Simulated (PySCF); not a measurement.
C₂H₃Br₂Cl, SMILES C(Br)(Br)(Cl)C.

Geometry optimised at B3LYP-D3(BJ)/def2-SVP.

The numbers are results of PBE/def2-TZVP in PySCF, not measurements.

Symmetry labels are those of the subgroup Cs that the program uses (full group Cs).

Computed valence orbital energies around the gap with their symmetry:
| orbital | symmetry | energy (eV) |
|---|---|---|
| HOMO−7 | A' | -9.91 |
| HOMO−6 | A" | -9.77 |
| HOMO−5 | A" | -8.13 |
| HOMO−4 | A' | -8.10 |
| HOMO−3 | A' | -7.58 |
| HOMO−2 | A' | -7.24 |
| HOMO−1 | A" | -7.07 |
| HOMO | A" | -6.80 |
| LUMO | A' | -2.66 |
| LUMO+1 | A" | -1.58 |
| LUMO+2 | A' | -0.98 |
| LUMO+3 | A' | 0.70 |
